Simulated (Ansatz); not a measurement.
```
atom    x (Å)    y (Å)    z (Å)
   N   0.0436  -0.0227  -1.2037
   N  -0.0394   0.0049  -0.0379
   O  -0.0400   0.0017   1.0748
```

Basis set: aug-cc-pVDZ (spherical functions). Frozen core: 3 orbitals. Charge 0, multiplicity 1.

Computed with Ansatz (development build ahead of 0.2.0); each method stands on the lowest determinant of its kind that the runs found. Restricted open shells among the atoms or ions are ROHF, correlated in semicanonical orbitals with singles.

The atomization energy at this shape (free ground-state atoms in the same class of orbitals less the molecule, no zero-point energy) of singlet N2O:

```
 method  atomization energy
RHF-MP2       1065.4 kJ/mol
```

Question: What does RHF give?

Answer: 322.8 kJ/mol.
